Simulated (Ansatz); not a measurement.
Compare A (`COCS[SiH3]`) with its isomer B (`CSC[SiH2]O`).

Gas-phase electronic energies from Ansatz, PBE0-D4/def2-TZVP geometries. CCSD(T)/CBS is the MP2 limit (def2-TZVPP, def2-QZVPP) plus CCSD(T) − MP2 in def2-TZVPP, frozen cores. DFT in def2-TZVPP. B3LYP here is the variant with VWN-RPA as its local correlation; programs differ in this. One conformer a species, not always the lowest.

A:

```xyz
13

C     1.7792   -0.6981   -0.2954
O     1.1186    0.4701    0.1325
C     0.2085    0.9722   -0.7811
S    -1.2911   -0.0628   -1.0363
Si   -1.9294   -0.1581    0.9966
H     2.3225   -0.5197   -1.2322
H     1.0724   -1.5205   -0.4476
H     2.4884   -0.9659    0.4862
H    -0.1051    1.9485   -0.4130
H     0.6448    1.0783   -1.7824
H    -1.0965   -1.0743    1.8158
H    -1.8908    1.2012    1.5972
H    -3.3214   -0.6710    0.9596
```

B:

```xyz
13

C    -1.974    0.322    0.069
S    -0.598    1.460   -0.144
C     0.701    0.602    0.785
Si    1.334   -0.880   -0.183
O     1.587   -0.411   -1.738
H    -2.821    0.755   -0.464
H    -1.762   -0.663   -0.348
H    -2.234    0.226    1.125
H     1.508    1.333    0.888
H     0.348    0.366    1.793
H     0.339   -1.986   -0.098
H     2.631   -1.367    0.352
H     0.943    0.242   -2.038
```

(1) Which is lower in electronic energy at CCSD(T)/CBS, and by how much? (Best estimate.)

(2) Give E(B) − E(A) in kJ/mol with ωB97M-V, PBE-D4, B3LYP-D4, r2SCAN-D4, CCSD/def2-TZVPP, CCSD(T)/def2-TZVPP, PBE0-D4. (An estimate is asked.)

Largest T1 diagnostic: 0.012.

## Answers

(1) The calculation gave: B, by 152.2 kJ/mol.

(2) The calculation gave: ωB97M-V -147.5, PBE-D4 -133.9, B3LYP-D4 -140.0, r2SCAN-D4 -142.6, CCSD/def2-TZVPP -146.5, CCSD(T)/def2-TZVPP -145.3, PBE0-D4 -140.2. None reverses the order clearly.

In def2-TZVPP, CCSD(T) changes the Hartree–Fock value by −5.5 kJ/mol (the triples alone add +1.2 kJ/mol) and MP2 by −15.9 kJ/mol. From PBE to PBE0 (25 % exact exchange), in def2-TZVPP and without D4, E(B) − E(A) moves by −6.4 kJ/mol.
